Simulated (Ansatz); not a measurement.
Computed with Ansatz on PBE0-D4/def2-TZVP structures; ΔE is electronic, products minus reactants. CCSD(T)/CBS is the MP2 limit (def2-TZVPP, def2-QZVPP) plus CCSD(T) − MP2 in def2-TZVPP, frozen cores. This one scheme is used for every species. DFT in def2-TZVPP. B3LYP here is the variant with VWN-RPA as its local correlation; programs differ in this. For Br outer-core shells are correlated without core-valence functions, which leaves a few kJ/mol of doubt a bond. Scalar relativity is left out up to krypton. One conformer a species, not always the lowest.

Reaction (ligand exchange at the Al–C bond): `C=[C]([AlH2])S` + `O[SiH](O)Br` → `O[SiH](Br)[O][AlH2]` + `C=CS`

```json
{"level": "B3LYP", "ΔE (kcal/mol)": "-36.6"}
{"level": "HF/def2-TZVPP", "ΔE (kcal/mol)": "-40.1"}
```

Question: What does CCSD(T)/CBS give? (Best estimate.)

Answer: Ansatz gave: -35.4 kcal/mol. The listed levels differ from it by -1.2, -4.7 kcal/mol.

Largest T1 diagnostic among the species: 0.012.

In def2-TZVPP, CCSD(T) changes the Hartree–Fock value by +4.5 kcal/mol (the triples alone add +1.0 kcal/mol) and MP2 by +4.6 kcal/mol. From PBE to PBE0 (25 % exact exchange), in def2-TZVPP and without D4, ΔE moves by −1.2 kcal/mol.
